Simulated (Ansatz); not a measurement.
`[GeH3][S][GeH3]`, charge 0, multiplicity 1.

(1) Give a relaxed structure at PBE0-D4/def2-TZVP (Ansatz). (An estimate is asked.)

Answers

(1) The calculation gave: 
Cartesian coordinates in Å:
```
Ge -1.183 -1.066 0.541
S -0.641 -0.039 -1.353
Ge 1.144 1.064 -0.623
H -0.025 -1.971 0.995
H -2.432 -1.897 0.229
H -1.479 -0.026 1.635
H 2.197 0.070 -0.106
H 1.679 1.845 -1.829
H 0.741 2.021 0.511
```
Point group C2v.
This is one stationary point; other conformers may exist.
